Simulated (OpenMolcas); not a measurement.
# La II: input and output

Input:

```
&GATEWAY
Coord
1

La 0.0 0.0 0.0
Basis=ANO-RCC-VDZP
Group=XYZ
NoMove
AngMom=0.0 0.0 0.0
AMFI
&SEWARD
&RASSCF
FileOrb=start.orb
Symmetry=1
Spin=3
nActEl=2 0 0
Inactive=15 12
Ras2=6 0
CIRoot=15 15 1
SDav=15
CIMx=300
Iter=120 100
PrWF=0.3
OrbListing=Nothing
MaxOrb=0
Atom
>>> COPY $Project.JobIph JOB001
&RASSCF
FileOrb=start.orb
Symmetry=1
Spin=1
nActEl=2 0 0
Inactive=15 12
Ras2=6 0
CIRoot=21 21 1
SDav=21
CIMx=300
Iter=120 100
PrWF=0.3
OrbListing=Nothing
MaxOrb=0
Atom
CIOnly
>>> COPY $Project.JobIph JOB002
&RASSI
NrOfJobIphs=2 15 21
1 2 3 4 5 6 7 8 9 10 11 12 13 14 15
1 2 3 4 5 6 7 8 9 10 11 12 13 14 15 16 17 18 19 20 21
IphNames
JOB001
JOB002
EJob
SpinOrbit
DIPRint=1.0
SOCoupling=1000.0
Subsets=2
MEES
Property=10
'ANGMOM' 1 'ANGMOM' 2 'ANGMOM' 3 'MLTPL  1' 1 'MLTPL  1' 2 'MLTPL  1' 3
'AMFI' 1 'AMFI' 2 'AMFI' 3 'MLTPL  2' 6
SOProperty=3
'ANGMOM' 1 'ANGMOM' 2 'ANGMOM' 3
```

Launched by
```bash
OMP_NUM_THREADS=1 MOLCAS_MEM=1689 MOLCAS_PROJECT=a pymolcas a.inp > a.log  # once for each step of the input, in one work folder
```

A driver script runs the steps one by one and writes start.orb anew before each from the orbitals found so far, so a CI-only block uses the converged orbitals of the first block.

Output, cut to the results:

```
--- SEWARD ---
Basis set label: LA.ANO-RCC...7S6P4D2F1G.

      Electronic valence basis set:
      ------------------
      Associated Effective Charge  57.000000 au
      Associated Actual Charge     57.000000 au
      Nuclear Model: Point charge

      Shell  nPrim  nBasis  Cartesian Spherical Contaminant
         s      24       7        X
         p      21       6        X
         d      15       4                 X
         f       5       2                 X
         g       3       1                 X
                  Relativistic Douglas-Kroll-Hess integrals:
                    - DKH order of Hamiltonian: 2
                    - DKH order of Properties : 0
                  Atomic mean-field integrals
--- RASSCF ---
Wave function specifications:
      -----------------------------

      Number of closed shell electrons          54
      Number of electrons in active shells       2
      Max number of holes in RAS1 space          0
      Max nr of electrons in RAS3 space          0
      Number of inactive orbitals               27
      Number of active orbitals                  6
      Number of secondary orbitals              35
      Spin quantum number                      1.0
      State symmetry                             1
Orbital specifications:
      -----------------------

      Symmetry species                           1   2
                                                ag  au
      Frozen orbitals                            0   0
      Inactive orbitals                         15  12
      Active orbitals                            6   0
      RAS1 orbitals                              0   0
      RAS2 orbitals                              6   0
      RAS3 orbitals                              0   0
      Secondary orbitals                        15  20
      Deleted orbitals                           0   0
      Number of basis functions                 36  32
      Number of CSFs                            15
      Number of root(s) required                15
      Iter CI   SX   CI       RASSCF       Energy    max ROT     max BLB   max BLB  Level Ln srch  Step   QN
          iter iter root      energy       change     param      element    value   shift minimum  type update
 Nr of preliminary CI iterations:   1
      Total energies have been shifted. Add                -8000.00 au
        1   1    2    0  -486.34232876    0.00E+00   1.20E-06   10  13 2  7.83E-07   0.37   0.00    SX    NO
        2   1    2    0  -486.34232876   -1.64E-11   6.45E-07   10  13 2  2.50E-07   0.37   0.00    SX    NO
        3   1    2    0  -486.34232876   -3.64E-12   3.53E-07   10  16 2  8.70E-08   0.37   0.00    SX    NO
        4   1    1    0  -486.34232876   -1.82E-12   0.00E+00   10  16 2  3.42E-08   0.37   0.00    SX    NO
      Convergence after  4 iterations
        5   1    1    0  -486.34232876   -7.28E-12   0.00E+00   10  16 2  3.42E-08   0.37   0.00    SX    NO
      Natural orbitals and occupation numbers for root  1
      sym 1:  -0.000000   0.877891   0.122109   0.122109   0.877891  -0.000000
      Natural orbitals and occupation numbers for root  2
      sym 1:   0.194826  -0.000000   0.805174   0.194826   0.805174  -0.000000
      Natural orbitals and occupation numbers for root  3
      sym 1:   0.823845  -0.000000   0.823845   0.176155   0.176155   0.000000
::    RASSCF root number  1 Total energy:  -8486.35005845
::    RASSCF root number  2 Total energy:  -8486.35005845
::    RASSCF root number  3 Total energy:  -8486.35005845
::    RASSCF root number  4 Total energy:  -8486.35005845
::    RASSCF root number  5 Total energy:  -8486.35005845
::    RASSCF root number  6 Total energy:  -8486.35005845
::    RASSCF root number  7 Total energy:  -8486.35005845
::    RASSCF root number  8 Total energy:  -8486.34483962
::    RASSCF root number  9 Total energy:  -8486.34483961
::    RASSCF root number 10 Total energy:  -8486.34483961
::    RASSCF root number 11 Total energy:  -8486.34483961
::    RASSCF root number 12 Total energy:  -8486.34483961
::    RASSCF root number 13 Total energy:  -8486.32010805
::    RASSCF root number 14 Total energy:  -8486.32010805
::    RASSCF root number 15 Total energy:  -8486.32010805
--- RASSCF ---
Wave function specifications:
      -----------------------------

      Number of closed shell electrons          54
      Number of electrons in active shells       2
      Max number of holes in RAS1 space          0
...
--- RASSI ---
SPIN-FREE ENERGIES:
  (Shifted by EMIN (a.u.) =      -8486.3500584504)

 SF State       Relative EMIN(au)   Rel lowest level(eV)    D:o, cm**(-1)      L_eff

     1             0.0000000000        0.0000000000              0.0000         3.0
     2             0.0000000000        0.0000000000              0.0000         3.0
     3             0.0000000000        0.0000000000              0.0000         3.0
     4             0.0000000000        0.0000000000              0.0000         3.0
     5             0.0000000000        0.0000000000              0.0000         3.0
     6             0.0000000000        0.0000000000              0.0000         3.0
     7             0.0000000000        0.0000000000              0.0000         3.0
    16             0.0013671229        0.0372013088            300.0488         2.0
    17             0.0013671229        0.0372013088            300.0488         2.0
    18             0.0013671229        0.0372013088            300.0488         2.0
    19             0.0013671229        0.0372013088            300.0488         2.0
    20             0.0013671229        0.0372013088            300.0488         2.0
     8             0.0052188354        0.1420117460           1145.4020         2.0
     9             0.0052188354        0.1420117460           1145.4020         2.0
    10             0.0052188354        0.1420117460           1145.4020         2.0
    11             0.0052188354        0.1420117460           1145.4020         2.0
    12             0.0052188354        0.1420117460           1145.4020         2.0
    15             0.0299504016        0.8149919474           6573.3534         1.0
    13             0.0299504016        0.8149919474           6573.3534         1.0
    14             0.0299504016        0.8149919474           6573.3534         1.0
    21             0.0320593106        0.8723782836           7036.2054         0.0
...
```

Levels above the lowest, from the spin-orbit matrix, grouped by J:

```
Configuration  Term  J  E (cm-1)  Measured (cm-1)      g  Term weight %       Second
          5d2    3F  2       0.0              0.0  0.717             85        14 1D
          5d2    3F  3      1082             1016  1.084            100             
          5d2    1D  2      1595                   1.008             58  29 5d 6s 3D
        5d 6s    3D  1      1693             1895  0.499            100             
          5d2    3F  4      2114             1971  1.249            100             
        5d 6s    3D  2      2467             2592  1.112             71    26 5d2 1D
        5d 6s    3D  3      3029             3250  1.334            100             
          5d2    3P  0      7056             5250                    83    16 6s2 1S
          5d2    3P  1      7655             5718  1.501            100             
          5d2    3P  2      8204             6227  1.494             99             
          6s2    1S  0      8647             7395                    84    16 5d2 3P
          5d2    1G  4     10101             7473  1.001            100             
        5d 6s    1D  2     14585                   1.003             99             
          5d2    1S  0     26933                                    100
```

Against the 10 measured excited levels shown (NIST Handbook of Basic Atomic Spectroscopic Data) the mean absolute deviation is 1000 cm-1; the largest miss in energy is 5d2 1G4: computed 10101, measured 7473 cm-1 (+35.2 %).

Without dynamic correlation excited terms often stand tens of per cent too high (terms of higher spin than the ground term too low), and those without a measured partner can miss by more than the paired ones. Some levels mix across a computed gap that differs much from the measured one, so their mixing is not that of the real levels. Terms from blocks run as CI alone lack orbitals of their own. Configurations are named by rounded mean occupations; where the s occupation lies near a half they are strongly mixed, a name can repeat and a true partner stay unpaired. A single d shell beside an s shell can misplace configurations of different d count against each other. Computed and measured levels are paired by configuration, term and J; levels that our copy of the source lacks, or whose pairing is in doubt (as where it misses far off the trend of its configuration), stay unpaired and out of the deviations. Levels of configurations outside the active space are missing.

The RASSCF and RASSI steps took 17 s on 1 thread of AMD EPYC 7R43 64-Core Processor (Zen 3), on a shared host; the integral step is not counted.

The term weight is that of the spin-free term in the level, not the purity of its configuration.
